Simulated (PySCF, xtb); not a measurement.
BClI2, SMILES ClB(I)I.

Harmonic wavenumbers (cm⁻¹) from GFN2-xTB (xtb) at its own minimum, in rising order: 117, 168, 295, 326, 734, 766.

**Question.** What does r2SCAN-D4/def2-SVP (PySCF) give at its own minimum? (An estimate is asked for; the answer gives what the named calculation found.)

**Answer.** 120, 174, 285, 360, 727, 903. Paired by order, the mean absolute difference is 33 cm⁻¹ and the zero-point energies are 3.4 and 3.7 kcal/mol.
